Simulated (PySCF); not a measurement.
## BiH: one state, many levels of theory

State: ³Σ⁻ (triplet), unpaired electrons π ↑↑. Set-up: Bi cc-pVDZ-PP with ECP60, H cc-pVDZ; scalar-relativistic core potentials (PySCF 2.14). De refers to Bi + H in their high-spin ground configurations, without counterpoise correction. The functionals are run spin-unrestricted. A positive dipole means Bi(−)H(+).

| Level | Re (Å) | ωe (cm⁻¹) | De (eV) | μ (D) |
| --- | --- | --- | --- | --- |
| UHF | 1.792 | 1856 | 1.25 | -0.64 |
| UHF-MP2 | 1.786 | 1859 | 1.90 | n/a |
| UHF-SCS-MP2 | 1.791 | 1854 | 1.99 | n/a |
| UHF-CCSD | 1.802 | 1773 | 2.07 | n/a |
| UHF-CCSD(T) | 1.804 | 1761 | 2.09 | n/a |
| PBE | 1.824 | 1734 | 2.43 | -0.67 |
| PW91 | 1.822 | 1740 | 2.45 | -0.66 |
| r²SCAN | 1.808 | 1789 | 2.37 | -0.62 |
| r²SCANh | 1.802 | 1808 | 2.35 | -0.61 |
| PBE0 | 1.804 | 1807 | 2.33 | -0.63 |
| B2PLYP | 1.802 | 1806 | 2.32 | -0.68 |

Question: Which functional lies closest to UHF-CCSD(T) in De, which farthest, and by how much do they differ from it?

Answer: Closest is B2PLYP (-0.2 pm in Re, +2.6 % in ωe, +0.23 eV in De against UHF-CCSD(T) in the same basis), farthest PW91 (+1.8 pm in Re, -1.2 % in ωe, +0.36 eV in De). CCSD(T) converges more slowly with the basis than the functionals do and binds too weakly in this one, so the order can change at the basis-set limit.

Question: What does all correlation do here, going from UHF to UHF-CCSD(T)?

Answer: UHF-CCSD(T) less UHF: +1.2 pm in Re, -5.1 % in ωe, +0.84 eV in De. Correlation nearly always deepens the well. The bond lengthens, as in strong covalent bonds, where excitations into antibonding orbitals dominate.

Correlated steps freeze 4 core orbitals. Correlated levels converge slowly with the basis: in double zeta they bind strong bonds too weakly, by up to about 1 eV, and carry superposition errors of some tenths. Spin–orbit coupling is left out, which matters for elements this heavy, above all for dissociation energies. B2PLYP dipoles, levels and charges come from its SCF part alone. The state is the lowest determinant that a PBE0 search found; another state may lie lower at other levels.
